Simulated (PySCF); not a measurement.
Species: C₆H₁₁NSi.
SMILES with atom numbers: `[N:1]#[C:2][CH2:3][C@@H:4]1[CH2:5][CH2:6][SiH2:7][CH2:8]1` (hydrogens: H9, H10 on C3; H11 on C4; H12, H13 on C5; H14, H15 on C6; H16, H17 on Si7; H18, H19 on C8)

Structure used (GFN2-xTB), in Å, numbered top down from 1:
```
atom  x, y, z in Å
N1     3.1293    1.3351   -0.1004
C2     2.5359    0.3967   -0.3745
C3     1.7814   -0.7812   -0.7143
C4     0.3042   -0.6452   -0.3095
C5    -0.3748    0.5410   -0.9968
C6    -1.7997    0.6521   -0.4504
Si7   -1.6389    0.2233    1.4018
C8     0.1282   -0.4657    1.2015
H9     1.8645   -0.9404   -1.7941
H10    2.2333   -1.6366   -0.2027
H11   -0.2097   -1.5635   -0.6176
H12   -0.3707    0.4222   -2.0837
H13    0.1814    1.4509   -0.7579
H14   -2.4437   -0.0654   -0.9609
H15   -2.2116    1.6396   -0.6485
H16   -1.6982    1.3917    2.2794
H17   -2.5961   -0.8023    1.8267
H18    0.8610    0.2570    1.5648
H19    0.3144   -1.4000    1.7296
```

Theory: TDDFT PBE0/def2-SVPD, vertical, gas phase, core orbitals frozen in the response (PySCF).

| state | E (eV) | E (kJ/mol) | λ (nm) | f | \|μ\| (D) | main configurations (H = HOMO, L = LUMO) |
| --- | --- | --- | --- | --- | --- | --- |
| S1 | 7.47 | 721 | 165.9 | 0.013 | 0.69 | H→L (93%) |
| S2 | 7.78 | 751 | 159.3 | 0.0058 | 0.44 | H-2→L (29%), H-2→L+4 (12%), H-2→L+2 (8%) |
| S3 | 7.83 | 755 | 158.4 | 0.083 | 1.68 | H→L+1 (84%), H-1→L (8%) |
| S4 | 7.88 | 760 | 157.4 | 0.043 | 1.20 | H-1→L (77%) |
| S5 | 8.10 | 781 | 153.1 | 0.070 | 1.51 | H-1→L+1 (78%) |
| S6 | 8.14 | 785 | 152.3 | 0.010 | 0.57 | H-1→L+3 (21%), H→L+3 (16%), H-2→L (13%) |

Triplets (Tamm–Dancoff): T1 6.45 eV, H-2→L+3 (19%); T2 7.01 eV, H-2→L (13%), H-2→L+4 (12%), H-3→L+3 (9%).

The lowest singlet lies at 7.47 eV (166 nm, vacuum ultraviolet) and is weak; its leading configuration is HOMO→LUMO (93%). The strongest level in the table is S3 at 7.83 eV (158 nm, f = 0.083). Löwdin shares by element: HOMO carbon 53% or more, silicon 22% (atoms not listed hold the other 24%); LUMO carbon 19% or more, silicon 11%, hydrogen 10% or more (atoms not listed hold the other 61%). Weighted by f, the mean energy of these states is 7.91 eV. The listed states span 0.67 eV, and the widest gap between neighbours is 0.31 eV (S1 to S2). Of the 6 states listed, 5 reach f = 0.01 and none stays under 0.0005. The window holds the lowest 6 singlets.

One conformer stands for the species.
